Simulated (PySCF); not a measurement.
From computed data to an observable: refractive index and permittivity of the vapour

CH6Ti, SMILES [TiH3][CH3], multiplicity 1.

The structure is a stationary point at B3LYP-D3(BJ)/def2-TZVP. The geometry has at least one imaginary mode, so it is a saddle point at that level. The spin state was assumed, not searched.

PBE/def2-TZVPD (PySCF) gives a mean static polarisability of 63.2 bohr³ and a dipole moment of 1.18 D. Take an ideal gas at 298.15 K and 0.01 bar, whether or not the substance is that volatile.

Task: Work out n − 1 in the optical limit and the static ε − 1.

Result: 
Polarisability volume α' = 63.2 × 0.148185 = 9.37 Å³. Number density N = p/kT = 2.43e-7 Å⁻³.
Dilute limit of Lorentz–Lorenz: n − 1 = 2π N α' = 1.4e-5.
Orientation term of Debye: μ²/(3kT) = 8.098 Å³ × μ²(D²) = 11.28 Å³.
ε − 1 = 4π N (α' + μ²/3kT) = 6.3e-5. Orientation of the dipole supplies 55 % of the static response; it can't follow optical fields. Vibrational polarisation and dispersion are left out.
